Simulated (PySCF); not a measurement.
Structure problem from calculated spectra and properties.

Formula: C3H8O3Si.

| Quantity | Value |
| --- | --- |
| Rotational structure | rotational constants A, B, C: 2.847, 1.612, 1.090 GHz [PBE0-D3(BJ)/def2-SVP] |
| Triplet | lowest triplet excitation (Tamm–Dancoff): 2.51 eV [TDA wB97X-D/def2-SVPD] |
| Polarisability | 71.8 au [wB97X-D/def2-SVPD] |
| UV, first state | lowest singlet excitation: 3.16 eV (392 nm, f = 0.001) [TDDFT wB97X-D/def2-SVPD] |
| Dipole | 2.38 D [wB97X-D/def2-SVPD] |
| 1H NMR | chemical shifts (computed TMS as zero) by class: 11.49 (1 H), 4.17 (1 H), 3.72 (6 H) ppm [GIAO CAM-B3LYP/pcSseg-1] |
| Valence photoelectron | vertical ionisation energy: 9.35 eV [ΔSCF wB97X-D/def2-SVPD] |
| NMR, other nuclei | isotropic shieldings of nuclei other than C and H, by class: -613 (1 O), 313 (2 O), 404 (1 Si) ppm [GIAO CAM-B3LYP/pcSseg-1] |
| UV, strongest line | among the 10 lowest singlet transitions: S9 at 7.99 eV (155 nm, f = 0.115) [TDDFT wB97X-D/def2-SVPD] |
| 13C NMR | chemical shifts (computed TMS as zero) by class: 253.2 (1 C), 52.4 (2 C) ppm [GIAO CAM-B3LYP/pcSseg-1] |

Gas-phase values; electronic properties from PySCF, density fitting. Levels stand in brackets. The structure is a single PBE0-D3(BJ)/def2-SVP conformer in the gas phase; no vibrational or solvent corrections. NMR values are class means; diastereotopic atoms form classes of their own.

Q: Give a SMILES that accounts for the data.

A: Numbering: `[CH3:1][O:2][SiH:3]([CH:4]=[O:5])[O:6][CH3:7]`. Its formula, C3H8O3Si, gives 1 degree of unsaturation: 0 rings and 1 π bond in the structure found. 3 carbons fall into 2 classes; from least to most shielded: carbonyl carbon [C4] (253.2 ppm), methoxy carbon [C1/C7] (52.4 ppm, 2 C). Hydrogen classes from least to most shielded: 1 H on a carbonyl carbon, C4 (11.49 ppm), 1 H on an oxygen-bound silicon, Si3 (4.17 ppm), 6 H on 2 methoxy carbons, C1/C7 (3.72 ppm). The other shieldings belong to: -613 ppm, carbonyl oxygen [O5]; 313 ppm, silyl ether oxygen [O2/O6]; 404 ppm, oxygen-bound silicon [Si3]. The first electron is taken from the HOMO, whose largest Löwdin shares are 0.45 on the carbonyl oxygen, 0.21 on the carbonyl carbon, 0.10 on the oxygen-bound silicon and 0.09 on the formyl hydrogen. The optimised geometry has point group C1 and is an asymmetric top. Structure: `CO[SiH](C=O)OC`. Computed isomers that give other values at the same levels: `CO[SiH2]OC(C)=O` (rotational constant A: 7.249 GHz; this holds for the one conformer computed); `O[SiH]1OCCCO1` (rotational constant A: 3.849 GHz; this holds for the one conformer computed); `CO[SiH2]OCC=O` (lowest singlet excitation: 4.31 eV (288 nm, f = 0.000)). The assignments are read from this structure; whether some other isomer fits the data as well wasn't checked.

Conformer computed: `[CH3:1][O:2][SiH:3]([CH:4]=[O:5])[O:6][CH3:7]`: C1–O2–Si3–C4 178°, O2–Si3–C4–O5 -173°, O2–Si3–O6–C7 -172°.
